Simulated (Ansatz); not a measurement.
C$_{5}$H$_{5}$N, charge +1, doublet (typed; the unrestricted solution is spin-contaminated), at a GFN2-xTB geometry (a state made from the parent by changing its charge; the spin is typed, not shown lowest); HF/def2-SVP (Ansatz, a program for electronic structure).

The Ansatz input:
Ansatz 0.2 input:
```yaml
crystal:
  periodic: [false, false, false]
  atoms:
    - {symbol: C, position_ang: [-0.44127259, 1.25885417, 0.04128929]}
    - {symbol: C, position_ang: [-1.34713651, 0.23476813, -0.15761661]}
    - {symbol: C, position_ang: [-0.83943962, -1.07087653, -0.19390255]}
    - {symbol: N, position_ang: [0.43131344, -1.23044291, -0.04035742]}
    - {symbol: C, position_ang: [1.32782964, -0.32239336, 0.14820455]}
    - {symbol: C, position_ang: [0.90937434, 1.01407157, 0.19857743]}
    - {symbol: H, position_ang: [-0.80051802, 2.28370282, 0.07490340]}
    - {symbol: H, position_ang: [-2.40856432, 0.39067044, -0.28409065]}
    - {symbol: H, position_ang: [-1.47743455, -1.93292137, -0.34505876]}
    - {symbol: H, position_ang: [2.36712568, -0.60517282, 0.26181154]}
    - {symbol: H, position_ang: [1.64406551, 1.79027743, 0.35562378]}
basis:
  gaussian:
    orbitals: def2-SVP
    fitting: {mean_field: def2-universal-JKFIT}
hamiltonian:
  xc: hf
total_charge: 1
magnetization: {spin_polarized: true, initial_magnetization: 1}
```

### Question
Write the output that Ansatz gives for this input, abridged.

### Answer

```
Functional definition: HF
542 factors; integrals over basis functions are off by at most 2.2e-1 eV
mean field evaluation 1: about -6695.1115 eV, gradient 2.4e1 eV
mean field evaluation 2: about -6698.7267 eV, gradient 1.0e1 eV
mean field evaluation 4: about -6699.7098 eV, gradient 1.9e0 eV
mean field evaluation 8: about -6699.8277 eV, gradient 4.8e-1 eV
mean field evaluation 16: about -6699.9363 eV, gradient 2.0e-5 eV
mean field evaluation 32: about -6699.6374 eV, gradient 6.7e-1 eV
mean field evaluation 64: about -6699.3320 eV, gradient 2.3e-4 eV
mean field evaluation 96: about -6699.9363 eV, gradient 7.9e-5 eV
mean field -6699.93625641 eV, -246.2181160433 hartree, gradient 2.0e-5 eV, S^2 1.159246; 2 other end points of the search recorded, 0 dependent functions left out
reference -6699.93625641 eV, -246.2181160433 hartree; 21, 20 occupied and 88, 89 virtual orbitals, 542 factors
Total energy: -6699.93625641 eV, -246.2181160433 hartree
```
